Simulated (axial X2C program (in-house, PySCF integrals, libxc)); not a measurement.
**SnH: from the spin-free to the two-component result**

All values were computed with an axial X2C code built on PySCF integrals. Spin-free means the one-electron spin-free X2C Hamiltonian; two-component (2c) means X2C with spin–orbit coupling and atomic mean-field two-electron Coulomb and Gaunt terms, so the difference of the two also holds small scalar two-electron terms. Basis: Sn dyall-cv3z [11s12p9d4f1g], H dyall-v3z [6s2p1d] (cores contracted in-house); Gaussian nuclei, density fitting, unrestricted open shells. Masses: Sn 119.902 u, H 1.008 u.

Spin-free state: M_S = 1/2, Λ = 1 (beyond evenly filled blocks: π+α); fragments Sn + H.

| level | Re (Å) | ωe (cm⁻¹) | De (eV) | μ (D) |
| --- | --- | --- | --- | --- |
| PBE0 | 1.779 | 1713.4 | 2.569 | -0.51 |
| HF | 1.769 | 1792.0 | 1.673 | -0.37 |
| MP2 | 1.756 | 1775.9 | 2.406 | n/a |
| CCSD | 1.768 | 1727.1 | 2.643 | n/a |
| CCSD(T) | 1.771 | 1713.2 | 2.664 | n/a |
| r2SCAN | 1.780 | 1705.4 | 2.528 | -0.49 |

Correlated methods: 15 electrons correlated (number of frozen shells: Sn 4 s, 3 p, 1 d; H none), 191 virtual spin orbitals or spinors in MP2, 110 natural virtuals in coupled cluster.

Dipoles are positive if H is the positive end.

Q: Within this multiplet, which Ω should lie lowest by the rule for regular and inverted multiplets?

A: The open π shell holds one electron, so the multiplet is regular: Ω = Λ − 1/2 = 1/2. The PBE0 2c search agrees.

Two-component determinant lowest at the distance of the search:

Ω = 1/2 (⟨Sz⟩ = -0.50, ⟨Lz⟩ = 1.00 at HF); fragments Sn + H.

| level | Re (Å) | ωe (cm⁻¹) | μ (D) |
| --- | --- | --- | --- |
| PBE0 | 1.780 | 1705.7 | -0.52 |
| HF | 1.770 | 1784.2 | -0.38 |
| MP2 | 1.757 | 1768.5 | n/a |
| CCSD | 1.770 | 1721.2 | n/a |
| CCSD(T) | 1.773 | 1704.8 | n/a |
| r2SCAN | 1.781 | 1698.1 | -0.50 |

Q: From the two tables, how do the constants change at the CCSD(T) level (2c against spin-free)?

A: At the CCSD(T) level Re rises by 0.002 Å and ωe decreases by 8.4 cm⁻¹.

The state is one determinant whose occupation by symmetry is held fixed; it was picked as the lowest of a PBE0 search that is not exhaustive. Dissociation energies refer to the lowest single-determinant-based atoms at the same level and basis. De is not given where an atomic determinant may have missed its ground term or J level, or where the truncated virtual space spoils (T). Density functionals use the spin component along the axis (collinear). Coupled cluster ran in a truncated set of natural virtual spinors; the MP2 energy of the rest was added. (T) has no such correction and the atoms are truncated less, which lowers De at CCSD(T) by a hundredth of an eV or more. Without a current term, density functionals place determinants with orbital angular momentum somewhat too high.
